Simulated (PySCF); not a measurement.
Atomic charges against the basis set

Species: C₂H₆FPSi.
Atom-mapped SMILES: `[F:1][C@@H:2]1[CH2:3][Si@@H:4]1[PH2:5]` (hydrogens: H6 on C2; H7, H8 on C3; H9 on Si4; H10, H11 on P5)

Geometry (PBE0-D3(BJ)/def2-SVP, Å), atoms numbered from 1 in this order:
```xyz
11
C2H6FPSi angstrom
F      0.2509    1.7301   -1.0204
C     -0.7173    0.8149   -0.7145
C     -0.8795    0.5122    0.7654
Si    -0.2124   -0.9334   -0.2259
P      1.9919   -1.3626   -0.2633
H     -1.6364    1.0070   -1.2838
H     -0.1648    1.0308    1.4155
H     -1.8995    0.5060    1.1664
H     -1.1318   -2.0540   -0.5501
H      2.2723    0.0241   -0.4615
H      2.1636   -1.3001    1.1538
```

PBE0 throughout (PySCF), one geometry, spherical d and f functions. One conformer (not necessarily the lowest) at the PBE0-D3(BJ)/def2-SVP geometry, without solvent, vibrations or thermal averaging. The first 7 of 10 kinds of atom are listed.

Mulliken charges (e):

| basis | functions | F1 | C2 | C3 | Si4 | P5 | H6 | H7 |
| --- | --- | --- | --- | --- | --- | --- | --- | --- |
| STO-3G | 39 | -0.110 | -0.122 | -0.319 | +0.416 | +0.163 | +0.067 | +0.074 |
| 6-31G | 65 | -0.319 | -0.073 | -0.618 | +0.528 | -0.110 | +0.192 | +0.227 |
| pcSseg-0 | 65 | -0.353 | -0.262 | -0.880 | +0.763 | -0.355 | +0.271 | +0.292 |
| 6-31G* | 90 | -0.322 | +0.072 | -0.569 | +0.299 | -0.178 | +0.182 | +0.222 |
| cc-pVDZ | 108 | -0.219 | +0.090 | -0.181 | +0.149 | -0.120 | +0.045 | +0.076 |
| def2-SVP | 108 | -0.249 | +0.078 | -0.253 | +0.221 | -0.103 | +0.069 | +0.099 |
| aug-cc-pVDZ | 177 | -0.508 | +0.998 | +0.628 | +0.058 | -0.988 | -0.461 | -0.427 |
| 6-311+G(2d,p) | 187 | -0.273 | -0.022 | -0.460 | +0.441 | -0.251 | +0.125 | +0.154 |
| def2-TZVP | 203 | -0.215 | +0.024 | -0.328 | +0.159 | -0.241 | +0.111 | +0.144 |
| cc-pVTZ | 242 | -0.215 | +0.075 | -0.289 | +0.152 | -0.140 | +0.091 | +0.120 |
| IGLO-III | 253 | -0.282 | +0.013 | -0.466 | +0.628 | -0.060 | +0.106 | +0.150 |

IAO charges (e):

| basis | functions | F1 | C2 | C3 | Si4 | P5 | H6 | H7 |
| --- | --- | --- | --- | --- | --- | --- | --- | --- |
| STO-3G | 39 | -0.136 | -0.208 | -0.515 | +0.593 | +0.070 | +0.113 | +0.130 |
| 6-31G | 65 | -0.284 | -0.068 | -0.527 | +0.467 | -0.102 | +0.159 | +0.177 |
| pcSseg-0 | 65 | -0.271 | -0.082 | -0.542 | +0.477 | -0.132 | +0.159 | +0.177 |
| 6-31G* | 90 | -0.295 | -0.048 | -0.535 | +0.544 | -0.070 | +0.145 | +0.169 |
| cc-pVDZ | 108 | -0.297 | -0.048 | -0.538 | +0.541 | -0.078 | +0.147 | +0.169 |
| def2-SVP | 108 | -0.298 | -0.049 | -0.534 | +0.556 | -0.074 | +0.143 | +0.166 |
| aug-cc-pVDZ | 177 | -0.312 | -0.050 | -0.546 | +0.550 | -0.085 | +0.153 | +0.174 |
| 6-311+G(2d,p) | 187 | -0.314 | -0.058 | -0.556 | +0.575 | -0.073 | +0.153 | +0.175 |
| def2-TZVP | 203 | -0.312 | -0.055 | -0.558 | +0.580 | -0.073 | +0.152 | +0.175 |
| cc-pVTZ | 242 | -0.309 | -0.053 | -0.555 | +0.569 | -0.080 | +0.152 | +0.175 |
| IGLO-III | 253 | -0.314 | -0.059 | -0.559 | +0.580 | -0.071 | +0.153 | +0.175 |

Hirshfeld charges (e):

```
        basis  functions      F1      C2      C3     Si4      P5      H6      H7
       STO-3G         39  -0.079  -0.023  -0.132  +0.244  +0.095  +0.008  +0.014
        6-31G         65  -0.119  -0.023  -0.163  +0.204  -0.007  +0.052  +0.052
     pcSseg-0         65  -0.115  -0.023  -0.168  +0.233   0.000  +0.044  +0.042
       6-31G*         90  -0.107  -0.025  -0.162  +0.203  -0.013  +0.051  +0.054
      cc-pVDZ        108  -0.096  -0.034  -0.172  +0.228  +0.003  +0.045  +0.049
     def2-SVP        108  -0.105  -0.031  -0.174  +0.235  +0.007  +0.045  +0.048
  aug-cc-pVDZ        177  -0.111  -0.042  -0.186  +0.249  +0.002  +0.050  +0.054
6-311+G(2d,p)        187  -0.116  -0.040  -0.180  +0.247  +0.006  +0.049  +0.052
    def2-TZVP        203  -0.111  -0.040  -0.181  +0.244  +0.001  +0.049  +0.053
      cc-pVTZ        242  -0.106  -0.038  -0.180  +0.243  -0.001  +0.048  +0.052
     IGLO-III        253  -0.115  -0.041  -0.184  +0.248  +0.009  +0.048  +0.052
```

Task: Which scheme is steadiest as the basis changes?

Result: Largest range over the bases for any column: Hirshfeld 0.11 e, IAO 0.20 e, Mulliken 1.51 e. Hirshfeld charges move least and Mulliken charges most, counted in e. Without the minimal STO-3G basis the ranges are Hirshfeld 0.05, IAO 0.11, Mulliken 1.51 e.

Task: How much do the charges still move between the two largest bases, cc-pVTZ and IGLO-III?

Result: At most, over all atoms: Mulliken 0.476 e, IAO 0.011 e, Hirshfeld 0.010 e.

Task: What do the same runs give for the total energy, the frontier levels and the dipole moment?

Result: 
```
        basis  energy (Eh)  HOMO (eV)  LUMO (eV)  μ (D)
       STO-3G    -800.4477      -3.72       4.79   1.01
        6-31G    -809.8691      -7.00       0.03   2.13
     pcSseg-0    -808.8437      -7.32      -0.18   2.17
       6-31G*    -809.9708      -6.74      -0.09   1.65
      cc-pVDZ    -810.0225      -6.78      -0.10   1.52
     def2-SVP    -809.6854      -6.88      -0.14   1.59
  aug-cc-pVDZ    -810.0414      -6.91      -0.51   1.63
6-311+G(2d,p)    -810.0936      -6.93      -0.58   1.67
    def2-TZVP    -810.1126      -6.89      -0.49   1.58
      cc-pVTZ    -810.1105      -6.87      -0.38   1.54
     IGLO-III    -810.1153      -6.90      -0.37   1.58
```

The dipole is fixed by the density alone, so its range of 1.16 D shows that the density itself changes with the basis, not only its division among atoms.
